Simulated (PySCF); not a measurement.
# The 15-electron isoelectronic series, non-relativistic

Calculated with PySCF 2.14 from differences of total energies of unrestricted determinants, without spin-orbit coupling. Each ion has its own even-tempered basis scaled to its charge (16s10p4d4f for the first); frozen: 1s2. Ionisation energies in eV.

```csv
ion,configuration,UHF,LDA,PBE,PBE0,r2SCAN,MP2 (outer shells),CCSD (outer shells),"NIST (with spin-orbit, Breit and QED)"
Xe³⁹⁺,[Ne] 3s2 3p3 (4S),2801.3,2801.9,2802.3,2802.4,2803.2,2801.6,2801.2,2811 ± 4 (t)
Ba⁴¹⁺,[Ne] 3s2 3p3 (4S),3068.8,3069.4,3069.9,3070.0,3070.7,3069.1,3068.6,3081 ± 4 (t)
Ce⁴³⁺,[Ne] 3s2 3p3 (4S),3348.5,3348.9,3349.5,3349.6,3350.4,3348.6,3348.2,3366 ± 4 (t)
Nd⁴⁵⁺,[Ne] 3s2 3p3 (4S),3640.2,3640.6,3641.2,3641.3,3642.1,3640.3,3639.8,3662 ± 4 (t)
Sm⁴⁷⁺,[Ne] 3s2 3p3 (4S),3943.9,3944.3,3944.9,3945.0,3945.9,3944.0,3943.5,3971 ± 4 (t)
Gd⁴⁹⁺,[Ne] 3s2 3p3 (4S),4259.8,4260.2,4260.8,4261.0,4261.8,4259.9,4259.4,4294 ± 4 (t)
Dy⁵¹⁺,[Ne] 3s2 3p3 (4S),4587.8,4588.1,4588.8,4589.0,4589.8,4587.9,4587.4,4629 ± 4 (t)
Er⁵³⁺,[Ne] 3s2 3p3 (4S),4927.9,4928.2,4928.9,4929.0,4929.9,4927.9,4927.4,4978 ± 5 (t)
Yb⁵⁵⁺,[Ne] 3s2 3p3 (4S),5280.1,5280.3,5281.1,5281.2,5282.0,5280.1,5279.5,5339 ± 5 (t)
Hf⁵⁷⁺,[Ne] 3s2 3p3 (4S),5644.4,5644.6,5645.4,5645.5,5646.4,5644.4,5643.8,5713 ± 6 (t)
```

Each ion has its own basis, which adds noise of up to about 0.1 % along the series.

NIST values marked (s) are semi-empirical, (t) theoretical. Open shells are high-spin determinants of the terms that Hund's rules give; for the heavier ions, far from LS coupling, these are not the ground levels.

All relativistic terms are absent from the calculated values; where these lie close to NIST, scalar and spin-orbit shifts of opposite sign can cancel.
